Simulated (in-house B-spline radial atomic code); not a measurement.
## RPA and G0W0 on PBE: Pd⁴²⁺

Configuration [He] 2s2, mean-field start PBE. Computed with a B-spline radial code for spherical atoms: all electrons, non-relativistic, point nucleus, each spin shell either full or empty, empty states to l = 9 with an (l + 1/2)⁻⁴ tail; G0W0 by contour deformation at full frequency.

Without relativity these are model numbers: it shifts the levels of so heavy an element strongly and can reorder them.

Command:
```bash
python run_gw.py task.json out
```
Settings (radii: box in bohr, nucleus in fm):
```
Z                        46
electrons                4
configuration            [He] 2s2
hamiltonian              nr
method                   pbe,pbe
lmax                     9
spin_polarised           False
box_radius               2.38
intervals                45
ion_configuration        [He] 2s1
```

Run time, properties included: 1 s on 1 thread of Intel(R) Xeon(R) 6975P-C, on a shared host.

Energies (hartree):

```tsv
term	value
mean-field total	-2573.32331
Hartree-Fock functional on these orbitals	-2573.53972
direct second order	-1.5496
second-order exchange	0.77071
SOSEX correction	0.49606
```

(1) What is the RPA correlation energy, and what remains with SOSEX?

Quasi-particle levels (eV):

| level | occupied | mean field | Σx - vxc | Σc | QP weight | G0W0 |
| --- | --- | --- | --- | --- | --- | --- |
| 2s | yes | -6458.22 | -65.61 | ? | ? | ? |
| 1s | yes | -27226.14 | -303.58 | 4.41 | 0.998 | -27525.31 |
| 2p | no | -6356.88 | 91.43 | 1.98 | 0.986 | -6263.48 |

G0W0 = mean field + (Σx - vxc) + Σc, with Σc (partial-wave tail included) taken at the quasi-particle energy.

(2) Where does G0W0 put 2s?

(3) What does it cost to remove one electron (to [He] 2s1) by differences of total energies, each species on its own start (correlation terms add to the Hartree-Fock functional)?

Results:

(1) RPA gives -0.99909 hartree (-6.8 eV per electron); RPA + SOSEX gives -0.50303, and the second-order doubles -0.7789 hartree (no singles). SOSEX takes back 50 % of the RPA value.

(2) At -6538.95 eV, with Σc = -15.12 eV and a quasi-particle weight of 0.959. The tabulated removal energy is 6759 ± 6 eV (NIST, semi-empirical); the calculation leaves out relativity, Breit and QED terms, and what these don't explain is the method's own error.

(3) PBE 6528.47 eV, Hartree-Fock functional 6523.53 eV, + RPA 6539.69 eV, + RPA + SOSEX 6535.79 eV, + second order 6543.28 eV. Tabulated: 6759 ± 6 eV (NIST, semi-empirical); the calculation leaves out relativity, Breit and QED terms, and what these don't explain is the method's own error.
